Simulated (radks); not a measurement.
The numbers below are computed, except where a source is named.
Neutral cobalt inside a hard spherical wall (all orbitals vanish at R), configuration held at [Ar] 3d7 4s2 and not refilled when levels cross. Code: a radial shooting solver on a logarithmic mesh with Libxc functionals. Model: scalar-relativistic Kohn-Sham, LDA (Slater exchange, VWN5 correlation), spin-polarised, spherical densities, finite nucleus; open shells are filled with parallel spins first; Fermi nuclear charge, rms radius 3.7875 fm. Eigenvalues in eV for spin up, with the zero of energy where the potential of the charges vanishes at infinity; a dash marks a level that is unbound or too diffuse for the functional's potential to be trusted. A positive occupied level is held by the wall or, in an anion where self-interaction has pushed it up, behind a barrier. The pressure on the wall is -dE/dV.

[
 {"R (bohr)": "free", "E (hartree)": "-1390.85882", "kinetic (hartree)": "1408.169", "e(3s)": "-103.18", "e(3p)": "-66.795", "e(3d)": "-9.609", "e(4s)": "-5.925", "e(4p, empty)": "-1.480", "e(5s, empty)": "-0.034", "pressure (GPa)": "0"},
 {"R (bohr)": "20", "E (hartree)": "-1390.85882", "kinetic (hartree)": "1408.169", "e(3s)": "-103.18", "e(3p)": "-66.795", "e(3d)": "-9.609", "e(4s)": "-5.925", "e(4p, empty)": "-1.480", "e(5s, empty)": "0.075", "pressure (GPa)": "< 0.0001"},
 {"R (bohr)": "12", "E (hartree)": "-1390.85880", "kinetic (hartree)": "1408.169", "e(3s)": "-103.18", "e(3p)": "-66.793", "e(3d)": "-9.607", "e(4s)": "-5.923", "e(4p, empty)": "-1.461", "e(5s, empty)": "0.743", "pressure (GPa)": "0.000322"},
 {"R (bohr)": "10", "E (hartree)": "-1390.85862", "kinetic (hartree)": "1408.171", "e(3s)": "-103.16", "e(3p)": "-66.777", "e(3d)": "-9.591", "e(4s)": "-5.909", "e(4p, empty)": "-1.397", "e(5s, empty)": "1.532", "pressure (GPa)": "0.00565"},
 {"R (bohr)": "7", "E (hartree)": "-1390.85118", "kinetic (hartree)": "1408.225", "e(3s)": "-102.81", "e(3p)": "-66.426", "e(3d)": "-9.248", "e(4s)": "-5.591", "e(4p, empty)": "-0.684", "e(5s, empty)": "5.889", "pressure (GPa)": "0.439"},
 {"R (bohr)": "6", "E (hartree)": "-1390.83340", "kinetic (hartree)": "1408.326", "e(3s)": "-102.28", "e(3p)": "-65.896", "e(3d)": "-8.736", "e(4s)": "-5.059", "e(4p, empty)": "0.253", "e(5s, empty)": "10.162", "pressure (GPa)": "1.99"},
 {"R (bohr)": "2", "E (hartree)": "-1383.16444", "kinetic (hartree)": "1433.369", "e(3s)": "-63.946", "e(3p)": "-27.703", "e(3d)": "31.964", "e(4s)": "83.441", "e(4p, empty)": "102.28", "e(5s, empty)": "291.52", "pressure (GPa)": "9620"},
 {"R (bohr)": "1.5", "E (hartree)": "-1365.36692", "kinetic (hartree)": "1485.715", "e(3s)": "-18.458", "e(3p)": "20.185", "e(3d)": "85.304", "e(4s)": "234.97", "e(4p, empty)": "256.12", "e(5s, empty)": "641.91", "pressure (GPa)": "71400"}
]
